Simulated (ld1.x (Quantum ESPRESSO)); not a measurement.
# Building the RRKJ potential for Ga (Z = 31) (PBE, scalar-relativistic).

```
Element                 : Ga
Generator               : ld1.x (Quantum ESPRESSO) 7.5
Type                    : norm-conserving RRKJ (Kleinman–Bylander form)
Functional              : PBE
Relativity              : scalar-relativistic
Frozen core             : [Ar]
Valence charge          : 13
Reference configuration : 3d10 4s1 4p2
Partial waves           : 4s (bound): rc 2.62 bohr; 3d (bound): rc 1.14 bohr; 4p (bound): rc 2.36 bohr
Local potential         : the p channel
Core correction         : none
rho0                    : 0.005
```

Poles of the logarithmic derivatives, all-electron (AE) and pseudo (PS). s: poles at -0.0 (AE) and -0.0 (PS) Ry. p: poles at 1.0 (AE) and 0.9 (PS) Ry. d: poles at -1.5, 2.7 (AE) and -1.5, 3.4 (PS) Ry. Test radius 2.85 bohr.

* Cutoffs needed: 160 Ry and 230 Ry (the cutoffs (Ry, on a coarse ladder) from which the occupation-weighted sum of valence levels, in a spherical-Bessel basis at the reference potential, stays within 10 and 1 mRy of its value at 400 Ry)
* Ghost test: no extra level below or beside the all-electron valence levels (s, d, p, f tested) (spherical-Bessel basis up to 400 Ry, 20 bohr box)
* Largest excitation error: -477 meV (all-electron minus pseudo) for 3d9 4s0 4p0, out of 7 test configurations
